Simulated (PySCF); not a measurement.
In(F)2(GeH3) (F2GeH3In), SMILES [F][In]([F])[GeH3].

Geometry optimised at PBE-D3(BJ)/def2-SVP. The structure was generated by enumeration; whether it is a known compound was not checked. The def2 effective core potentials stand for the cores of In; spin–orbit coupling is left out.

The numbers are results of PBE-D3(BJ)/def2-SVP (PySCF), not measurements.

Frequencies are harmonic and unscaled.

A small imaginary wavenumber (i) marks a very flat motion, where grid noise or a shallow saddle decides the sign.

```json
[
 {"mode": "1", "ν (cm⁻¹)": "22i", "IR (km/mol)": "0.0", "moving atoms (share of kinetic energy)": "H 93 %"},
 {"mode": "2", "ν (cm⁻¹)": "67", "IR (km/mol)": "4.6", "moving atoms (share of kinetic energy)": "F 60 %, In 23 %, Ge 14 %"},
 {"mode": "3", "ν (cm⁻¹)": "100", "IR (km/mol)": "17.5", "moving atoms (share of kinetic energy)": "F 56 %, In 37 %"},
 {"mode": "4", "ν (cm⁻¹)": "140", "IR (km/mol)": "25.2", "moving atoms (share of kinetic energy)": "F 88 %, Ge 8 %"},
 {"mode": "5", "ν (cm⁻¹)": "204", "IR (km/mol)": "0.9", "moving atoms (share of kinetic energy)": "Ge 57 %, In 35 %"},
 {"mode": "6", "ν (cm⁻¹)": "421", "IR (km/mol)": "1.4", "moving atoms (share of kinetic energy)": "H 94 %"},
 {"mode": "7", "ν (cm⁻¹)": "435", "IR (km/mol)": "1.0", "moving atoms (share of kinetic energy)": "H 95 %"},
 {"mode": "8", "ν (cm⁻¹)": "577", "IR (km/mol)": "87.2", "moving atoms (share of kinetic energy)": "F 87 %, In 12 %"},
 {"mode": "9", "ν (cm⁻¹)": "584", "IR (km/mol)": "54.1", "moving atoms (share of kinetic energy)": "F 83 %, In 17 %"},
 {"mode": "10", "ν (cm⁻¹)": "734", "IR (km/mol)": "189.4", "moving atoms (share of kinetic energy)": "H 96 %"},
 {"mode": "11", "ν (cm⁻¹)": "845", "IR (km/mol)": "29.5", "moving atoms (share of kinetic energy)": "H 99 %"},
 {"mode": "12", "ν (cm⁻¹)": "846", "IR (km/mol)": "29.3", "moving atoms (share of kinetic energy)": "H 99 %"},
 {"mode": "13", "ν (cm⁻¹)": "2088", "IR (km/mol)": "33.9", "moving atoms (share of kinetic energy)": "H 100 %"},
 {"mode": "14", "ν (cm⁻¹)": "2111", "IR (km/mol)": "61.5", "moving atoms (share of kinetic energy)": "H 98 %"},
 {"mode": "15", "ν (cm⁻¹)": "2117", "IR (km/mol)": "66.7", "moving atoms (share of kinetic energy)": "H 98 %"}
]
```
